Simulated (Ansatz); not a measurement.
Molecule: ScF (charge 0, singlet). SMILES: [F][Sc]
Geometry: optimised at B3LYP-D3(BJ)/def2-TZVP (Ansatz, a first-principles code).

Quantity: vertical ionisation energy (to the doublet state of charge +1; each state is the SCF solution reached for its spin; for the singlet the Hartree-Fock reference is unstable and T1 is 0.020), in eV. Valence correlation only, unless marked. UHF or UKS for open shells. Spin-orbit coupling is left out. The frozen core is the preceding noble-gas configuration, with the filled d and f shells of earlier blocks. Non-relativistic. CBS(X,Y): correlation extrapolated as X^-3; Hartree-Fock from the larger set.

```json
[
 {"level": "PBE/def2-TZVPD", "program": "Ansatz", "vertical ionisation energy (eV)": "6.26"}
]
```

What does CCSD(T)/CBS(def2-TZVPPD,def2-QZVPPD) (Ansatz) give?

6.39 eV, so PBE/def2-TZVPD differs from it by -0.13 eV.
